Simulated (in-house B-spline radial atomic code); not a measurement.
The numbers below are computed, except where a source is named.
**Making a Troullier-Martins s channel for Mg, r_c = 0.7 bohr**

Mg, [Ne] 3s2, non-relativistic LDA (VWN5), spherical and spin-unpolarised, from an all-electron radial atomic-structure program (B-spline basis) (atomic units). The all-electron 2s level is ε = -2.903747 hartree, its outermost node lies just inside 0.19 bohr and its outer maximum at 0.55 bohr.

Inside r_c the pseudo-orbital is u(r) = r^1 exp(p(r)), with p = c0 + c2 r² + c4 r⁴ + … + c12 r¹². The seven coefficients follow from p and its first four derivatives at r_c, from zero curvature of the screened potential at the origin, c4 = −c2²/(2l + 5), and from the norm inside r_c. At r_c the all-electron orbital has P = 1.142212, P' = -1.027483, the screened potential V = -4.560644, V' = 12.54961, V'' = -51.11559, and the norm inside is Q = 0.5634237.

Task: What are p, p' and p'' at r_c?

Result: p = ln(P/r_c^1) = ln(1.142212/0.7) = 0.48964. p' = P'/P − 1/r_c = -0.89956 − 1.42857 = -2.32813. The radial equation gives p'' = 2(V − ε) − 2(1) p'/r_c − p'² = -3.31379 − (-6.65179) − 5.42018 = -2.08218. Differentiating, p''' = 2V' + 2(1)p'/r_c² − 2(1)p''/r_c − 2p'p'' = 11.851, and p'''' = 2V'' − 4(1)p'/r_c³ + 4(1)p''/r_c² − 2(1)p'''/r_c − 2p''² − 2p'p''' = -79.429.

For a trial c2 the five matching conditions are linear in c0, c6, c8, c10 and c12, and c2 is varied until the norm inside r_c equals Q. The root nearest zero gives:

```json
{"n": "0", "c_n": "0.9094469"}
{"n": "2", "c_n": "0.8632961"}
{"n": "4", "c_n": "-0.149056"}
{"n": "6", "c_n": "-34.64996"}
{"n": "8", "c_n": "105.2509"}
{"n": "10", "c_n": "-126.7834"}
{"n": "12", "c_n": "56.5926"}
```

Task: Check c4 and p(r_c), and find the screened pseudopotential at the origin.

Result: −c2²/5 = -0.149056, as listed. The terms c_n r_c^n are 0.90945, 0.42302, -0.03579, -4.07653, 6.06750, -3.58132, 0.78331, which sum to 0.48964. Inverting the radial equation, V_l(r) = ε + 1 p'/r + (p'' + p'²)/2, so V_l(0) = ε + (2l + 3) c2 = -2.903747 + 3 × (0.863296) = -0.3139 hartree, finite where the all-electron potential diverges.

Orbitals and screened potentials:

```tsv
r (bohr)	P	u	V all-electron	V pseudo
0.07	-0.5589	0.1745	-142.7	-0.331
0.175	-0.03769	0.4457	-44.88	-0.903
0.28	0.6234	0.7336	-22.71	-3.305
0.385	1.037	1.009	-13.61	-7.191
0.49	1.211	1.191	-8.918	-9.123
0.595	1.222	1.221	-6.221	-6.954
0.7	1.142	1.142	-4.561	-4.561
```

Logarithmic derivatives P'/P at R = 1.0 bohr, for energies E around ε:

```csv
E − ε (hartree),all-electron,pseudo
-0.5,-0.492274,-0.4933
-0.25,-1.00268,-1.00302
-0.1,-1.36672,-1.36678
0,-1.64026,-1.64026
0.1,-1.94366,-1.94375
0.25,-2.46762,-2.46828
0.5,-3.59691,-3.6009
```

Task: With P(R) = 0.7655133 and a norm of 0.8427704 inside R, what slope in energy does norm conservation fix?

Result: d(P'/P)/dE = −2 × (norm inside R)/P(R)² = -2.8763 per hartree·bohr at E = ε, for both atoms, since orbital and norm agree at R. Differences over ±0.1 hartree give -2.8847 (all-electron) and -2.8848 (pseudo), which also hold third-order terms. Half a hartree below ε the two curves differ by -0.0010.
